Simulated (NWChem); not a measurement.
MnO, sextet; SMILES [O]=[Mn]

```xyz
2

Mn     0.0000     0.0000    -0.3895
O      0.0000     0.0000     1.2172
```
Atoms are numbered in this order, from 1.

All runs: NWChem. Spin-unrestricted. The geometry was optimised at PBE0/def2-SVP, spin-unrestricted. No stability test was run on the SCF state. Total energies compare along this basis series because the functional is fixed.

```csv
level,basis functions,energy (Ha),highest occupied level (eV),"lowest empty minus highest occupied level, either spin (eV)",dipole (D)
UHF/cc-pVDZ,57,-1224.6738,-7.95,8.32,2.38
UHF/aug-cc-pVDZ,82,-1224.6796,-7.97,8.04,2.47
UHF/cc-pVTZ,98,-1224.6973,-7.93,8.25,2.36
UHF/aug-cc-pVTZ,139,-1224.6994,-7.94,8.02,2.42
```
